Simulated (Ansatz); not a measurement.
One change: `C[O][Hf]([F])([SeH])[O]C` becomes `C[O][Hf]([F])([F])[O]C`.

Ansatz, PBE0-D4/def2-TZVP geometries, multiplicity 1. Each molecule was computed in one conformer, which needn't be the lowest.

Elements past krypton have def2 core potentials. Outer-core shells of Hf, Se are correlated without core-valence functions. Scalar relativity is left out up to krypton. Spin–orbit coupling is left out.

```
                                            property  `C[O][Hf]([F])([SeH])[O]C`
vertical ionisation energy (CCSD(T)/def2-TZVPP) / eV                        8.93
                  HOMO energy (PBE0/def2-TZVPP) / eV                       -6.85
                 HOMO energy (B3LYP/def2-TZVPP) / eV                       -6.60
                 LUMO energy (B3LYP/def2-TZVPP) / eV                       -0.61
                HOMO–LUMO gap (PBE0/def2-TZVPP) / eV                        6.45
               HOMO–LUMO gap (B3LYP/def2-TZVPP) / eV                        5.98
```

Give the same properties after the change, and the shifts. (Estimate.)

Computed: 
```csv
property,`C[O][Hf]([F])([F])[O]C`,shift
vertical ionisation energy (CCSD(T)/def2-TZVPP) / eV,10.88,1.95
HOMO energy (PBE0/def2-TZVPP) / eV,-8.43,-1.58
HOMO energy (B3LYP/def2-TZVPP) / eV,-8.19,-1.59
LUMO energy (B3LYP/def2-TZVPP) / eV,-0.52,0.09
HOMO–LUMO gap (PBE0/def2-TZVPP) / eV,8.21,1.76
HOMO–LUMO gap (B3LYP/def2-TZVPP) / eV,7.67,1.69
```

With PBE0 the HOMO falls by 1.58 eV and the LUMO rises by 0.19 eV, so the gap widens by about 1.77 eV. PBE moves the HOMO by -1.18 eV and ωB97M-V by -1.83 eV.

B3LYP here is the variant with VWN-RPA as its local correlation; programs differ in this.
